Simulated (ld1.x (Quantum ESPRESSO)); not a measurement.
Which change was made? (Sb, TM)

ld1.x (Quantum ESPRESSO) 7.5 input, shortened:

```
&input
   title='Sb', zed=51., rel=1, dft='WC', iswitch=3,
   config='[Kr] 4d10 5s2 5p3 5d-2'
 /
 &inputp
   pseudotype=2, tm=.true., lloc=1,
   nlcc=.false.
 /
3
5S  1  0   2.00   0.00  1.85  1.85  0.0
5D  3  2  -2.00   0.25  1.40  1.40  0.0
5P  2  1   3.00   0.00  1.65  1.65  0.0
 &test
   configts(1)='5s2 5p3'
 /
```

Cutoffs, loose and tight: the cutoffs (Ry, on a coarse ladder) from which the occupation-weighted sum of valence levels, in a spherical-Bessel basis at the reference potential, stays within 10 and 1 mRy of its value at 400 Ry. They do not see the model core or the augmentation charge, which bear on the density cutoff. Test errors are all-electron minus pseudo excitation energies from the reference, over the configurations 5s2 5p2; 5s2 5p1; 5s2 5p0; 5s1 5p4; 5s2 5p3.3; 5s2 5p2.5; 5s1 5p3; variants that change the core or the reference have their own tests.

The base gives: outcome: generated; cutoff, loose: 45 Ry; cutoff, tight: 100 Ry; bound ghosts: s; largest test error (meV): -46.

**Question.** After one change the result is: outcome: generated; cutoff, loose: 45 Ry; cutoff, tight: 100 Ry; bound ghosts: s; largest test error (meV): +41. Which change was it?
A. wave 5p (bound): rc 1.65 bohr becomes 5p (bound): rc 2.26 bohr
B. all radii scaled by about 1.30 (s 2.40, p 2.14, d 1.82 bohr)
C. functional PBE
D. core [Kr], valence charge 15; reference 4d10 5s2 5p3; waves now 5s (bound): rc 1.70 bohr; 5p (bound): rc 2.40 bohr; 4d (bound): rc 0.95 bohr; 4f channel at 0.5 Ry: rc 2.25 bohr; local potential all-electron potential smoothed inside 1.75 bohr (lloc = -1); core correction a·sin(br)/r model core inside 0.50 bohr

**Answer.** C. The others give: wave 5p (bound): rc 1.65 bohr becomes 5p (bound): rc 2.26 bohr → outcome: generated; cutoff, loose: 25 Ry; cutoff, tight: 35 Ry; bound ghosts: none; largest test error (meV): -41 | all radii scaled by about 1.30 (s 2.40, p 2.14, d 1.82 bohr) → outcome: generated; cutoff, loose: 18 Ry; cutoff, tight: 30 Ry; bound ghosts: d; largest test error (meV): -21 | core [Kr], valence charge 15; reference 4d10 5s2 5p3; waves now 5s (bound): rc 1.70 bohr; 5p (bound): rc 2.40 bohr; 4d (bound): rc 0.95 bohr; 4f channel at 0.5 Ry: rc 2.25 bohr; local potential all-electron potential smoothed inside 1.75 bohr (lloc = -1); core correction a·sin(br)/r model core inside 0.50 bohr → outcome: generated; cutoff, loose: 120 Ry; cutoff, tight: 160 Ry; bound ghosts: s; largest test error (meV): -55 over the solved tests; 2 of 7 tests not solved or not reliable.
